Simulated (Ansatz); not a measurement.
```yaml
crystal:
  periodic: [false, false, false]
  atoms:
    - {symbol: C, position_ang: [-0.366347, 2.330045, -0.930139]}
    - {symbol: In, position_ang: [0.948096, 0.979274, 0.170573]}
    - {symbol: C, position_ang: [1.829857, -0.712259, -0.811332]}
    - {symbol: O, position_ang: [-0.801457, -0.332931, 1.332719]}
    - {symbol: Si, position_ang: [-1.521298, -1.779853, 0.791668]}
    - {symbol: H, position_ang: [-0.977213, 1.746267, -1.673830]}
    - {symbol: H, position_ang: [0.137748, 3.105683, -1.443429]}
    - {symbol: H, position_ang: [-1.090257, 2.839385, -0.260555]}
    - {symbol: H, position_ang: [1.491059, 1.478564, 1.750685]}
    - {symbol: H, position_ang: [2.764648, -0.401899, -1.309159]}
    - {symbol: H, position_ang: [1.159035, -1.074976, -1.534262]}
    - {symbol: H, position_ang: [2.030220, -1.505917, -0.054313]}
    - {symbol: H, position_ang: [-0.692704, -0.201804, 2.311988]}
    - {symbol: H, position_ang: [-0.566399, -2.886589, 1.092986]}
    - {symbol: H, position_ang: [-1.622402, -1.583152, -0.663061]}
    - {symbol: H, position_ang: [-2.774615, -2.031496, 1.438242]}
basis:
  gaussian: {orbitals: STO-3G}
total_charge: 1
magnetization: {spin_polarized: true, initial_magnetization: 1}
hamiltonian: {xc: {name: HF}}
correlation: {method: mp2, frozen_orbitals: {C: 9}}
accuracy: high
output: {forces: true}
```

```sh
$ ansatz run in.yaml --threads 4 --pin off --events-out ev --progress --plain --max-ram 11315MiB
```

Output, abridged:

```
Functional definition: HF
Error: "frozen_orbitals" has no count for In
```

**Question.** Something in this input is off. What?

**Answer.** Frozen orbitals are typed for one element alone, and the program wants a count for each. The input was rejected before any iteration.
